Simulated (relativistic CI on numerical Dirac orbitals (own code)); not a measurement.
## Ligand-field terms of d7

Computed with a parametric ligand-field model of a d^n configuration (Racah B and C, spin-orbit zeta, crystal field), exact diagonalisation.

Field parameters in Wybourne normalisation: Oh B⁴₀ = 21Dq, B⁴₄ = √(5/14) B⁴₀; Td as Oh with Dq negative (B⁴₀ = 21Dq, B⁴₄ = √(5/14) B⁴₀). The field is a parameter set, without covalency.

Problem. Lowest levels for B = 900, C = 3780, ζ = 730 cm⁻¹, Oh, 10Dq = 32650 cm⁻¹?

Solution. Γ8 0 (S 0.51), Γ6 13673 (S 1.50), Γ8 14117 (S 1.50), Γ7 14893 (S 1.50), Γ8 14923 (S 1.50), Γ8 29718 (S 0.50), Γ6 30266 (S 0.50), Γ8 30737 (S 0.51), Γ7 31009 (S 0.50) cm⁻¹, with S from ⟨S²⟩ = S(S + 1). The ground level has 1.03 electrons in the cubic e pair.

Problem. Lowest levels for B = 940, C = 4840, ζ = 300 cm⁻¹, Oh, 10Dq = 7850 cm⁻¹?

Solution. Γ6 0 (S 1.50), Γ8 207 (S 1.50), Γ8 549 (S 1.50), Γ7 579 (S 1.50), Γ6 7085 (S 1.50), Γ8 7101 (S 1.50), Γ8 7188 (S 1.50), Γ7 7284 (S 1.50), Γ8 14043 (S 0.50) cm⁻¹, with S from ⟨S²⟩ = S(S + 1). The ground level has 2.09 electrons in the cubic e pair.

Problem. Lowest levels for B = 540, C = 2690, ζ = 140 cm⁻¹, Oh, 10Dq = 27100 cm⁻¹?

Solution. Γ8 0 (S 0.50), Γ6 14374 (S 1.50), Γ8 14457 (S 1.50), Γ7 14596 (S 1.50), Γ8 14597 (S 1.50), Γ8 24987 (S 0.50), Γ6 25076 (S 0.50), Γ8 25686 (S 0.50), Γ7 25746 (S 0.50) cm⁻¹, with S from ⟨S²⟩ = S(S + 1). The ground level has 1.02 electrons in the cubic e pair.

Problem. Lowest levels for B = 500, C = 2590, ζ = 750 cm⁻¹, Oh, 10Dq = 39000 cm⁻¹?

Solution. Γ8 0 (S 0.50), Γ6 26204 (S 1.50), Γ8 26614 (S 1.50), Γ7 27360 (S 1.50), Γ8 27370 (S 1.50), Γ8 36632 (S 0.50), Γ6 37180 (S 0.50), Γ8 37498 (S 0.50), Γ7 37774 (S 0.50) cm⁻¹, with S from ⟨S²⟩ = S(S + 1). The ground level has 1.01 electrons in the cubic e pair.

Problem. Lowest levels for B = 430, C = 2040, ζ = 3800 cm⁻¹, Td, 10Dq = -7700 cm⁻¹?

Solution. Γ8 0 (S 1.41), Γ8 3848 (S 1.17), Γ6 5176 (S 1.11), Γ8 8084 (S 0.97), Γ7 10290 (S 1.08), Γ8 11574 (S 1.16), Γ6 12128 (S 1.37), Γ7 12282 (S 1.46), Γ8 12907 (S 1.28) cm⁻¹, with S from ⟨S²⟩ = S(S + 1). The ground level has 3.71 electrons in the cubic e pair; its S is far from a half-integer, so spin-orbit coupling mixes spin states.
